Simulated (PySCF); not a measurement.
Input of a response calculation (the driver script's job line, then coordinates in Å):

```
{"job": {"kind": "uv", "xc": "PBE0", "basis": "def2-SVPD", "ip": false, "nstates": 15}, "charge": 0, "multiplicity": 1}
Ge    -0.021363     0.032859     0.274388
O     -0.022521     0.094987     2.068732
H      0.426679    -0.656655     2.467263
C      1.823157     0.020113    -0.364565
H      1.852398     0.103400    -1.461806
H      2.336469    -0.910240    -0.078512
H      2.377511     0.868793     0.062611
C     -0.950873     1.655463    -0.244685
H     -1.070212     1.701020    -1.337354
H     -0.387180     2.540771     0.083311
H     -1.947535     1.686881     0.218604
C     -0.970295    -1.566302    -0.320181
H     -1.986316    -1.587878     0.100464
H     -0.443761    -2.480145    -0.005985
H     -1.048928    -1.579168    -1.418284
```

Method: PySCF 2.14.0, density-fitted response routines, TDDFT PBE0/def2-SVPD, vertical, gas phase, core orbitals frozen in the response. Job line and output are in the format of a driver script around the code.

**Question.** What does the script print for it, SCF cycles aside?

**Answer.** 
```
converged SCF energy = -2271.7313878692

Static polarisability (au): isotropic 71.847, principal 67.096 74.221 74.224

Singlet excitations
state   eV       nm        f      main configurations
  1   6.7594    183.4   0.05770   H->L 0.92
  2   7.3963    167.6   0.06047   H-1->L 0.98
  3   7.5797    163.6   0.01672   H->L+1 0.82
  4   8.0869    153.3   0.04349   H-1->L+1 0.70, H->L+2 0.14, H-3->L 0.13
  5   8.1668    151.8   0.00449   H->L+3 0.58, H-2->L 0.29, H->L+1 0.09
  6   8.2653    150.0   0.02250   H->L+2 0.84, H-1->L+1 0.10
  7   8.3028    149.3   0.00179   H-2->L 0.55, H->L+3 0.37
  8   8.4072    147.5   0.06076   H-3->L 0.76, H-1->L+1 0.17
  9   8.6929    142.6   0.01649   H-1->L+3 0.79, H-1->L+2 0.17
 10   8.7022    142.5   0.02909   H-1->L+2 0.80, H-1->L+3 0.17
 11   8.8183    140.6   0.01601   H->L+4 0.75, H->L+5 0.12
 12   8.9793    138.1   0.01056   H->L+5 0.45, H-2->L+1 0.28, H->L+4 0.10
 13   9.1661    135.3   0.13507   H-2->L+1 0.58, H->L+5 0.20, H->L+4 0.10
 14   9.1894    134.9   0.00113   H->L+6 0.70, H->L+5 0.16
 15   9.2672    133.8   0.01679   H-3->L+1 0.84

Triplet excitations (Tamm-Dancoff, eV): 6.4735 7.1902 7.3444 7.7702
```

Geometry: PBE0-D3(BJ)/def2-SVP; no solvent, vibrations or thermal averaging. The PBE0/def2-SVPD calculation is non-relativistic and has no spin–orbit coupling, an omission that weighs most on germanium.

The species is Ge(OH)Me3, `[CH3][Ge]([CH3])([CH3])[OH]`.

H and L stand for HOMO and LUMO.

Without π bonds the low states are Rydberg-like; a valence basis with one diffuse set may place them up to an eV too high.
